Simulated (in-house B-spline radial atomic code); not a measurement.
Ionising the manganese ion Mn⁸⁺ with different functionals

Computed with an all-electron radial atomic-structure program (B-spline basis): scalar-relativistic (spin-free X2C) Hamiltonian, Fermi nucleus of rms radius 3.7057 fm, spin-polarised at highest spin, spherical fractional occupations for the functionals, the average over the highest-spin determinants for Hartree-Fock. The ionisation energy is the difference of two self-consistent energies, [Ne] 3s2 3p5 → [Ne] 3s2 3p4, without Breit or QED terms; ε is the level of the shell that loses the electron (its least bound occupied spin orbital).

Hybrids are left out here: with spherical fractional occupations of an open shell their exact exchange keeps a self-interaction that integer-occupation calculations don't have.

```
           method          rung  ΔSCF (eV)  -ε(3p) (eV)
     Hartree-Fock  Hartree-Fock     220.17       221.10
         LDA VWN5           LDA     222.07       208.84
         LDA PW92           LDA     222.06       208.83
LDA exchange-only           LDA     219.70       206.59
              PBE           GGA     221.92       208.80
           PBEsol           GGA          ?            ?
             BLYP           GGA     221.76       208.62
             RPBE           GGA     221.87       208.78
             PW91           GGA     222.10       208.96
             BP86           GGA     222.11       208.94
             AM05           GGA     221.81       208.65
             OLYP           GGA     222.20       209.20
             TPSS      meta-GGA     222.05       209.02
             SCAN      meta-GGA     222.21       209.47
           r2SCAN      meta-GGA     222.12       209.37
          revTPSS      meta-GGA          ?            ?
```

Problem. What does revTPSS give?

Solution. ΔSCF 221.89 eV, and -ε(3p) = 208.88 eV.

Problem. What does PBEsol give?

Solution. ΔSCF 221.80 eV, and -ε(3p) = 208.66 eV.

Problem. How do they compare with the NIST value?

Solution. NIST lists 221.9 eV ± 0.17 (semi-empirical, ground level to ground level). Errors run from -2.19 to +0.32 eV; revTPSS is closest (+0.00 eV), though others lie within the uncertainty of it, and part of that can be cancellation, since the calculations leave out spin-orbit coupling, Breit-QED terms, multiplet and fine-structure energies. Hartree-Fock also lacks correlation.
